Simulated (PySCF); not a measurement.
State search for AgI

Unrestricted PBE0; Ag cc-pVTZ-PP with ECP28, I cc-pVTZ-PP with ECP28; scalar-relativistic core potentials (PySCF 2.14). Outer shells of the fragments: Ag 4d10 5s1; I 4d10 5s2 5p5.

Followed along the bond (rough minima from three points):

| 2Ms+1 | unpaired | ⟨S²⟩ at the start | R at minimum (Å) | Te (eV) |
| --- | --- | --- | --- | --- |
| 1 | none | 0.00 | 2.57 | 0.00 |
| 3 | σ ↑, π ↑ | 2.01 | none in the scan | ≤ 2.53 |

Solutions found at the starting distance of 2.645 Å, counted from the lowest of them; the search is not exhaustive and high or unbound solutions are not listed, so other states can lie among these:

```csv
2Ms+1,unpaired,term,E (eV),⟨S²⟩,⟨Lz²⟩,μ (D)
1,none,¹Σ⁺,0.00,0.00,0.00,-5.11
3,"σ ↑, π ↑",³Π,2.59,2.01,1.01,2.34
1,"σ ↓, π ↑",mixed,2.65,1.01,1.01,2.44
3,σ ↑↑,³Σ⁺,2.83,2.01,0.00,0.32
3,"σ ↑, δ ↑",³Δ,5.05,2.00,4.01,-2.88
1,"σ ↑, δ ↓",mixed,5.17,1.01,4.00,-2.57
```

A term symbol is given only where ⟨S²⟩ and ⟨Lz²⟩ are close to those of a pure state; real π, δ and φ orbitals otherwise mix terms. A positive dipole means Ag(−)I(+).

The measured ground state is X ¹Σ+ (Huber and Herzberg, Constants of Diatomic Molecules (1979)).

Spin–orbit coupling is left out. Counting both spins, an empty level lies below a filled one in some of these solutions, because spin and occupation are held.
